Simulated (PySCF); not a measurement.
Species: C₇H₈O.
Structure used (PBE0-D3(BJ)/def2-SVP), in Å, numbered top down from 1:
```xyz
16
C7H8O angstrom
C     -1.4871    0.2657   -1.5362
C     -1.0060   -0.0597   -0.3261
C     -1.9181   -0.4320    0.8067
C      0.4320   -0.0705   -0.0410
C      1.5278    0.2338   -0.9243
C      2.6621    0.0809   -0.1921
O      2.3650   -0.2917    1.0704
C      1.0248   -0.3816    1.1565
H     -2.5622    0.2685   -1.7309
H     -0.8317    0.5379   -2.3664
H     -1.7828    0.2490    1.6631
H     -1.7025   -1.4508    1.1687
H     -2.9723   -0.3930    0.5017
H      1.4716    0.5273   -1.9697
H      3.7181    0.1971   -0.4222
H      0.6270   -0.6758    2.1240
```

Method used: PBE0-D3(BJ)/def2-SVP geometry optimisation, gas phase in PySCF.

Masses are those of the commonest isotopes; rigid-rotor values at the optimised geometry. The values belong to one conformer with, in the numbering `[CH2:1]=[C:2]([CH3:3])[c:4]1[cH:5][cH:6][o:7][cH:8]1`, C1–C2–C4–C5 0°.

(1) What are A, B and C (GHz)?

(2) Classify the top.

(3) Is it planar, by Δ = Ic − Ia − Ib?

(4) Give the other two planar moments, Paa and Pbb, and the rms extents of the mass along the axes.

(5) List the rotational levels J(Ka,Kc) to J = 3 (MHz).

(6) Predict some low-J microwave lines.

(7) Estimate the classical rotational partition function at 50 K, 100 K and 200 K.

Results:

(1) Ia = 106.66, Ib = 325.86, Ic = 429.35 u·Å²; 505379 MHz·u·Å²/I gives 4738, 1551 and 1177 MHz, that is A = 4.7381, B = 1.5509, C = 1.1771 GHz.

(2) An asymmetric top: κ = (2 × 1551 − 4738 − 1177)/(4738 − 1177) = -0.79.

(3) Not planar: Δ = Ic − Ia − Ib = -3.17 u·Å². For a rigid frame Δ = −2 Σ m c², so Σ m c² = 1.58 u·Å² lies off the ab plane, practically all of it from hydrogen. The atom farthest from that plane is 0.89 Å away.

(4) Paa = Σ m a² = (Ib + Ic − Ia)/2 = 324.27 and Pbb = Σ m b² = (Ia + Ic − Ib)/2 = 105.08 u·Å². With the mass M = 108.06 u, the rms extents √(P/M) along a, b and c are 1.73, 0.99, 0.12 Å.

(5) Above 0(0,0):
J = 1: 1(0,1) 2728, 1(1,1) 5915, 1(1,0) 6289
J = 2: 2(0,2) 8153, 2(1,2) 10997, 2(1,1) 12119, 2(2,1) 21680, 2(2,0) 21711
J = 3: 3(0,3) 16214, 3(1,3) 18602, 3(1,2) 20843, 3(2,2) 29865, 3(2,1) 30018, 3(3,1) 46754, 3(3,0) 46755
Those of J = 1 are B + C, A + C and A + B.

(6) The dipole components are |μa| = 0.23 D, |μb| = 0.00 D, |μc| = 0.00 D; the mirror of this Cs structure is the ab plane, so μc vanishes by symmetry and there are no c-type lines. The squared components, which scale the intensities, stand as 1.00 : 0.00 (a : b). Some lines, for components of 0.1 D or more:

| type | branch | J(Ka,Kc) | MHz | lower level (cm⁻¹) |
| --- | --- | --- | --- | --- |
| a | Q | 1(1,0) ← 1(1,1) | 374 | 0.197 |
| a | Q | 2(1,1) ← 2(1,2) | 1122 | 0.367 |
| a | R | 1(0,1) ← 0(0,0) | 2728 | 0.000 |
| a | R | 2(1,2) ← 1(1,1) | 5082 | 0.197 |
| a | R | 2(0,2) ← 1(0,1) | 5425 | 0.091 |
| a | Q | 5(1,4) ← 5(1,5) | 5563 | 1.377 |
| a | R | 2(1,1) ← 1(1,0) | 5830 | 0.210 |
| a | R | 3(1,3) ← 2(1,2) | 7605 | 0.367 |
| a | R | 3(0,3) ← 2(0,2) | 8061 | 0.272 |
| a | R | 3(2,2) ← 2(2,1) | 8184 | 0.723 |
| a | R | 3(2,1) ← 2(2,0) | 8307 | 0.724 |
| a | R | 3(1,2) ← 2(1,1) | 8725 | 0.404 |
| a | R | 4(0,4) ← 3(0,3) | 10614 | 0.541 |
| a | R | 4(2,3) ← 3(2,2) | 10888 | 0.996 |
| a | R | 4(3,2) ← 3(3,1) | 10969 | 1.560 |
| a | R | 4(3,1) ← 3(3,0) | 10979 | 1.560 |
| a | R | 4(2,2) ← 3(2,1) | 11186 | 1.001 |
| a | R | 5(1,5) ← 4(1,4) | 12586 | 0.958 |
| a | R | 5(0,5) ← 4(0,4) | 13075 | 0.895 |
| a | R | 5(2,4) ← 4(2,3) | 13571 | 1.359 |
| a | R | 5(4,2) ← 4(4,1) | 13709 | 2.712 |
| a | R | 5(3,3) ← 4(3,2) | 13731 | 1.925 |
| a | R | 5(3,2) ← 4(3,1) | 13764 | 1.926 |

(7) Point group Cs, symmetry number σ = 1; q = (√π/σ)·√((kT/h)³/(ABC)), k/h = 20836.6 MHz/K: 20300 at 50 K, 57300 at 100 K, 162000 at 200 K.

No frequency check. No vibrational averaging or centrifugal distortion is included, and the geometry carries the error of its method. A rigid rotor knows nothing of internal rotation, which can split or shift real lines.

Time: 38 s of wall time. Hardware: one thread of an x86-64 server (shared host). That covers the optimisation of the geometry.
